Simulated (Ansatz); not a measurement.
A structure relaxed at PBE0-D4/def2-TZVP in Ansatz, charge 0, singlet:

```xyz
4

Si   -0.951   -0.734   -0.819
Si   -0.141    1.432   -0.214
S    -0.146   -0.303    1.279
S     1.238   -0.394   -0.246
```

Problem. Give its formula and point group.

Solution. Si₂S₂. Point group C2v (tolerance 0.1 Å).

Problem. Summarise the bond lengths by kind (pairs closer than 1.2 times the sum of covalent radii, bridged metal pairs left out).

Solution. 4 × S–Si 2.29 Å; 1 × Si–Si 2.39 Å; 1 × S–S 2.06 Å.

Another isomer (singlet) lies 1.13 eV lower at PBE0-D4/def2-TZVP; other spin states weren't run for this one.
